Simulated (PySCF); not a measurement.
## C6H4N2: core ionisation energies

Compound: C6H4N2.
Numbering: `[N:1]#[C:2][c:3]1[cH:4][cH:5][cH:6][cH:7][n:8]1`

Geometry (PBE0-D3(BJ)/def2-SVP, Å), atoms numbered from 1 in this order:
```
atom  x, y, z in Å
N1     3.5583   -0.5350   -0.1046
C2     2.4068   -0.4179   -0.0653
C3     0.9769   -0.2301   -0.0119
C4     0.4593    1.0619    0.1452
C5    -0.9234    1.2081    0.1929
C6    -1.7196    0.0721    0.0829
C7    -1.0958   -1.1684   -0.0712
N8     0.2204   -1.3242   -0.1190
H9     1.1313    1.9175    0.2266
H10   -1.3707    2.1970    0.3143
H11   -2.8087    0.1394    0.1153
H12   -1.6949   -2.0812   -0.1600
```

Computed, not measured: delta-SCF UKS SCAN, pcX-2 on the ionised atom, pcseg-1 elsewhere, spin-free X2C (PySCF). Vertical ΔSCF values, vacuum level as zero.

**Question.** List the computed XPS lines with their assignment.

**Answer.** 
```json
{"atom(s)": "C6", "bonded to": "2 C (aromatic in the SMILES) and H", "level": "C 1s", "binding energy (eV)": "291.25", "above the level's lowest (eV)": "0.00", "count": "1"}
{"atom(s)": "C4", "bonded to": "2 C (aromatic in the SMILES) and H", "level": "C 1s", "binding energy (eV)": "291.38", "above the level's lowest (eV)": "+0.13", "count": "1"}
{"atom(s)": "C5", "bonded to": "2 C (aromatic in the SMILES) and H", "level": "C 1s", "binding energy (eV)": "291.62", "above the level's lowest (eV)": "+0.37", "count": "1"}
{"atom(s)": "C7", "bonded to": "N (aromatic in the SMILES), C (aromatic in the SMILES) and H", "level": "C 1s", "binding energy (eV)": "291.98", "above the level's lowest (eV)": "+0.73", "count": "1"}
{"atom(s)": "C2", "bonded to": "N (triple bond) and C", "level": "C 1s", "binding energy (eV)": "292.21", "above the level's lowest (eV)": "+0.96", "count": "1"}
{"atom(s)": "C3", "bonded to": "N (aromatic in the SMILES), C (aromatic in the SMILES) and C", "level": "C 1s", "binding energy (eV)": "292.81", "above the level's lowest (eV)": "+1.56", "count": "1"}
{"atom(s)": "N1", "bonded to": "C (triple bond)", "level": "N 1s", "binding energy (eV)": "404.97", "above the level's lowest (eV)": "0.00", "count": "1"}
{"atom(s)": "N8", "bonded to": "2 C (aromatic in the SMILES)", "level": "N 1s", "binding energy (eV)": "405.31", "above the level's lowest (eV)": "+0.34", "count": "1"}
```

The listed C 1s values span 1.56 eV, from C6 (bonded to 2 C (aromatic in the SMILES) and H) to C3 (bonded to N (aromatic in the SMILES), C (aromatic in the SMILES) and C). The widest gap between neighbouring values is 0.60 eV, between 292.21 and 292.81 eV. Summing the Pauling electronegativity differences to the bonded atoms, each weighted by its formal bond order, gives -0.35 for the lowest site and +0.74 for the highest; the largest sum, +1.47, belongs to C2, 0.60 eV below the top.

The listed N 1s values span 0.34 eV, from N1 (bonded to C (triple bond)) to N8 (bonded to 2 C (aromatic in the SMILES)). Summing the Pauling electronegativity differences to the bonded atoms, each weighted by its formal bond order, gives -1.47 for the lowest site and -1.47 for the highest; the sum is the same at every site.

**Question.** Which effective nuclear charge Zeff reproduces each element's mean 1s value in the hydrogen-like formula E = 13.606 eV × Zeff²?

**Answer.** C (Z = 6): mean 291.9 eV, Zeff = 4.63, Z − Zeff = 1.37; N (Z = 7): mean 405.1 eV, Zeff = 5.46, Z − Zeff = 1.54. Means run over the listed sites, weighted by atom count.

**Question.** Which photon energy gives electrons from C 1s of C3 a kinetic energy of 50 eV, and what is their de Broglie wavelength?

**Answer.** hν = 292.81 + 50 = 342.81 eV, recoil neglected; λ = 12.264 Å/√(E/eV) = 1.73 Å.

Spin contamination (⟨S²⟩ against 0.75 for a pure doublet) is marked for C 1s of C2 (0.86) and C 1s of C5 (0.85), which makes these values less certain. Geometry: PBE0-D3(BJ)/def2-SVP; no solvent, vibrations or thermal averaging.

Hardware: an x86-64 server with one thread, on a shared host. Cost: 1.8 min wall.
